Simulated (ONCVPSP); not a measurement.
# What one change does to a pseudopotential (lithium, ONCV)

| Property | Result |
| --- | --- |
| Element | lithium (Li) |
| Generator | ONCVPSP 4.0.1 |
| Type | optimised norm-conserving Vanderbilt (ONCV) |
| Functional | revPBE |
| Relativity | scalar-relativistic |
| Frozen core | none |
| Valence charge | 3 |
| Reference configuration | 1s2 2s0.5 (charge +0.5) |
| Partial waves | 1s+2s: rc 1.25 bohr, ncon 4, nbas 8, qcut 12.7 1/bohr, 2 projectors; p scattering state at 0.11 Ha: rc 1.30 bohr, ncon 4, nbas 8, qcut 7.7 1/bohr, 2 projectors, debl 0.6 Ha |
| Local potential | polynomial inside 0.90 bohr (lpopt 4, dvloc0 0 Ha) |
| Core correction | none |

Change: s: rc 0.9.

Cutoffs: the cutoffs (Ha) at which the residual kinetic energy of the hardest occupied pseudo-wave falls to 1 and 0.1 mHa per electron; they do not see the model core or the augmentation charge, which bear on the density cutoff. Errors are all-electron minus pseudo energies relative to the spin-unpolarised reference configuration.

Problem. How do hardness, ghosts and transferability respond?

Solution. The potential gets harder (42 Ha and 51 Ha → 58 Ha and 69 Ha); of the 4 tests that both files solve, the error grows in 0 and shrinks in 1 by more than 15 % and 0.3 meV (median size 0.1 → 0.1 meV); neither file shows a bound ghost. A smaller radius makes the pseudo-wave follow the all-electron one further in, where it bends more sharply, so more plane waves are needed.

```tsv
quantity	base	changed
cutoff, loose	42 Ha	58 Ha
cutoff, tight	51 Ha	69 Ha
bound ghosts	none	none
GHOST(+) flags under 300 eV	none	none
error for 1s2 2s1, meV [ΔE -2.05 eV]	0.0	0.0
error for 1s2 2s0, meV [ΔE 3.27 eV]	+0.1	+0.1
error for 1s2 2s0 2p1, meV [ΔE -0.26 eV]	+0.1	+0.1
error for 1s1 2s1, meV [ΔE 66.50 eV]	+844	+386
p: phases at 1.32 bohr within 0.05 rad from the reference energy up to (Ha; the scan ends near 5)	to the end of the scan	to the end of the scan
```
